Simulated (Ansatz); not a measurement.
The cluster Cu₂Ag₇. Total charge 0; doublet. Geometry PBE0-D4/def2-SVP.

```xyz
9

Ag    0.346   -0.263    2.019
Ag   -0.737    2.006   -1.723
Ag    1.439    0.267   -2.325
Ag   -0.182   -2.707    0.428
Ag    2.109   -1.067    0.038
Ag   -2.348   -0.959    1.058
Ag   -1.325    1.689    0.990
Cu   -0.438   -0.344   -0.580
Cu    1.137    1.379    0.095
```

In the def2 sets Ag takes a core potential; there is no spin–orbit coupling. The structure comes from a short search, and lower isomers may exist.

Problem. Estimate the α-spin orbital energies around the gap (eV) in Ansatz with PBE-D4/def2-SVP, BLYP-D4/def2-SVP, r2SCAN-D4/def2-SVP, PBE0-D4/def2-SVP.

Solution. 
| orbital | PBE-D4/def2-SVP | BLYP-D4/def2-SVP | r2SCAN-D4/def2-SVP | PBE0-D4/def2-SVP |
| --- | --- | --- | --- | --- |
| HOMO−5 | -5.84 | -5.82 | -5.90 | -7.48 |
| HOMO−4 | -5.70 | -5.68 | -5.76 | -7.28 |
| HOMO−3 | -5.61 | -5.58 | -5.66 | -6.56 |
| HOMO−2 | -5.48 | -5.40 | -5.51 | -6.18 |
| HOMO−1 | -4.70 | -4.62 | -4.66 | -5.05 |
| HOMO | -3.63 | -3.54 | -3.62 | -3.90 |
| LUMO | -3.14 | -3.07 | -2.99 | -2.41 |
| LUMO+1 | -3.06 | -3.00 | -2.90 | -2.34 |
| LUMO+2 | -2.79 | -2.74 | -2.62 | -2.02 |
| LUMO+3 | -2.59 | -2.54 | -2.46 | -1.88 |
| LUMO+4 | -1.64 | -1.53 | -1.47 | -0.99 |
| LUMO+5 | -1.34 | -1.22 | -1.14 | -0.68 |
| β HOMO | -4.66 | -4.59 | -4.62 | -5.01 |
| β LUMO | -3.38 | -3.36 | -3.17 | -2.60 |
